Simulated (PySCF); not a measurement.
Job file and geometry (Å, from GFN2-xTB) of a spin–spin coupling run on `C=[C](C(=O)[O-])[GeH]([F])[F]`, [C3H3F2GeO2]-, B3LYP/pcJ-1 Ge:pcSseg-1 indirect spin-spin coupling, non-relativistic, gas phase (PySCF 2.14.0, density-fitted response routines); density fitting, a coarse starting grid and PySCF grid level 2 are the driver's defaults:

```
$ OMP_NUM_THREADS=1 python probes_run.py task.json out

{"job": {"kind": "j", "xc": "B3LYP", "basis": "pcJ-1"}, "charge": -1, "multiplicity": 1}
C     -0.798748     1.571145     0.299486
C     -0.460579     0.328338     0.021504
C     -1.342747    -0.876950    -0.249332
O     -2.562285    -0.809323    -0.238448
O     -0.603262    -1.882987    -0.489536
Ge     1.280027    -0.594870    -0.171189
F      2.519023     0.800045    -0.261333
F      1.846177    -1.261086     1.388043
H     -0.062493     2.346230     0.457634
H     -1.842282     1.846232     0.374700
H      2.032593    -1.464105    -1.157491
```

Task: What does the program print?

Result: 
```
coarse grid: 51336 points
cycle   1  E = -2542.8463884713  dE =  3.242e-01  |g| = 1.710e+00  |ddm| = 3.292e+00
cycle   2  E = -2541.5953910167  dE =  1.251e+00  |g| = 3.152e+00  |ddm| = 4.092e+00
cycle   3  E = -2543.2190866208  dE = -1.624e+00  |g| = 3.889e-01  |ddm| = 3.342e+00
cycle   4  E = -2543.2438842745  dE = -2.480e-02  |g| = 1.920e-01  |ddm| = 4.976e-01
cycle   5  E = -2543.2500358165  dE = -6.152e-03  |g| = 7.327e-02  |ddm| = 1.941e-01
cycle   6  E = -2543.2509522089  dE = -9.164e-04  |g| = 2.718e-02  |ddm| = 6.945e-02
cycle   7  E = -2543.2510752475  dE = -1.230e-04  |g| = 8.587e-03  |ddm| = 2.402e-02
cycle   8  E = -2543.2510882783  dE = -1.303e-05  |g| = 2.360e-03  |ddm| = 7.241e-03
cycle   9  E = -2543.2510896823  dE = -1.404e-06  |g| = 7.051e-04  |ddm| = 3.180e-03
final grid: 108408 points
cycle  10  E = -2543.2510627388  dE =  8.182e-08  |g| = 1.303e-03  |ddm| = 2.067e-03
cycle  11  E = -2543.2510616048  dE =  1.134e-06  |g| = 2.581e-03  |ddm| = 2.888e-03
cycle  12  E = -2543.2510631099  dE = -1.505e-06  |g| = 3.222e-04  |ddm| = 2.045e-03
cycle  13  E = -2543.2510631283  dE = -1.846e-08  |g| = 5.371e-05  |ddm| = 2.432e-04
cycle  14  E = -2543.2510631289  dE = -5.311e-10  |g| = 1.439e-05  |ddm| = 5.930e-05
converged SCF energy = -2543.2510631289

Indirect spin-spin couplings (Hz)
  i      j    bonds     total        FC       PSO       DSO        SD
  0 C    1 C    1     74.717    84.358    -9.916     0.276         -
  0 C    2 C    2     -0.340    -0.565     0.184     0.041         -
  0 C    3 O    3     -0.163    -0.017    -0.150     0.003         -
  0 C    4 O    3     -3.540    -1.821    -1.768     0.050         -
  0 C    6 F    3     -3.395    -3.705     0.071     0.048     0.192
  0 C    7 F    3     -0.872     0.257    -0.351    -0.258    -0.521
  0 C    8 H    1    165.141   164.129     0.244     0.768         -
  0 C    9 H    1    161.332   160.430     0.151     0.751         -
  0 C   10 H    3     -1.315    -0.833     0.292    -0.774         -
  1 C    2 C    1     53.235    54.176    -1.403     0.463         -
  1 C    3 O    2     -6.618    -6.133    -0.478    -0.007         -
  1 C    4 O    2    -14.071   -15.061     1.037    -0.046         -
  1 C    6 F    2     16.124    16.186    -2.725    -0.097     2.760
  1 C    7 F    2      2.014     2.101    -1.068    -0.278     1.258
  1 C    8 H    2     -2.534    -0.879    -1.514    -0.141         -
  1 C    9 H    2     -1.571     0.373    -1.791    -0.153         -
  1 C   10 H    2      9.979    11.011     0.158    -1.190         -
  2 C    3 O    1     27.498    15.317    12.324    -0.144         -
  2 C    4 O    1     26.860    16.652    10.398    -0.190         -
  2 C    6 F    3      3.265     2.427     0.865    -0.472     0.445
  2 C    7 F    3      0.874     0.811     0.345    -0.166    -0.115
  2 C    8 H    3     12.379    12.341     0.298    -0.260         -
  2 C    9 H    3      7.527     7.541    -0.217     0.203         -
  2 C   10 H    3     -0.713    -0.305     0.047    -0.455         -
  3 O    6 F    4     -2.670    -0.662    -1.677     0.214    -0.544
  3 O   10 H    4     -1.022    -1.216    -0.061     0.254         -
  4 O    6 F    4     -7.017    -4.878    -1.566     0.418    -0.991
  4 O    7 F    4     -6.048     0.177    -3.141     0.028    -3.112
  4 O    8 H    4     -0.175     0.173    -0.567     0.219         -
  4 O    9 H    4     -0.369    -0.163    -0.384     0.177         -
  4 O   10 H    4    -12.975   -13.304     0.438    -0.110         -
  6 F    7 F    2     15.657   -24.229    -7.302    -0.610    47.799
  6 F    8 H    4      1.508     1.000    -0.590     1.301    -0.203
  6 F    9 H    4      1.890     1.994     1.002    -0.965    -0.141
  6 F   10 H    2     83.281    87.773    -3.288    -0.550    -0.654
  7 F    8 H    4      0.313     1.093     0.154    -0.687    -0.246
  7 F    9 H    4      2.547     2.820     0.586    -1.171     0.312
  7 F   10 H    2     56.897    60.866    -1.409    -1.659    -0.901
  8 H    9 H    2      1.876     1.382     3.615    -3.120         -
  8 H   10 H    4      1.546     3.257     0.851    -2.561         -
  9 H   10 H    4      4.561     5.745     1.129    -2.313         -
```

Size and cost of the density-fitted run: 260 basis functions, 120 s wall time on 1 thread of an Arm Neoverse N1, shared host; peak memory 1.1 GiB.
